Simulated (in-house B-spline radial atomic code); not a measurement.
## Ionising K VI (K5+) with different functionals

Computed with a B-spline radial code for spherical atoms: four-component Dirac-Coulomb Hamiltonian, Fermi nucleus of rms radius 3.4349 fm, spin-restricted, spherical fractional occupations for the functionals, and exact exchange of hybrids averaged over the configuration. The ionisation energy is the difference of two self-consistent energies, [Ne] 3s2 3p2 → [Ne] 3s2 3p1, without Breit or QED terms; ε is the level of the shell that loses the electron (mean over j). The electron is taken from both j subshells in proportion to 2j + 1, so the result is a j average, not the step between ground levels.

| method | rung | ΔSCF (eV) | -ε(3p) (eV) |
| --- | --- | --- | --- |
| PBE0 | global hybrid | 98.32 | 91.57 |
| B3LYP | global hybrid | ? | ? |
| wB97X | range-separated hybrid | ? | ? |
| HSE06 | range-separated hybrid | 98.31 | 91.14 |

Question: What does B3LYP give?

Answer: ΔSCF 98.42 eV, and -ε(3p) = 91.15 eV.

Question: What does wB97X give?

Answer: ΔSCF 98.23 eV, and -ε(3p) = 94.14 eV.

Question: Among the functionals, which spreads more, the ΔSCF values or the orbital energies?

Answer: The orbital energies: ΔSCF values span about 0.19 eV and the orbital energies 3.01 eV; here energy differences depend much less on the functional than eigenvalues do.

Question: How do they compare with the NIST value?

Answer: NIST lists 99.4 eV ± 0.2 (semi-empirical, ground level to ground level). Errors run from -1.21 to -1.02 eV. The correlated functionals all miss on the same side by more than they spread, so the cause is common to them (Breit-QED terms, spin polarisation, the choice among j levels, multiplet and fine-structure energies, or a listed next ion that isn't the cheapest removal here) and closeness doesn't rank the functionals.
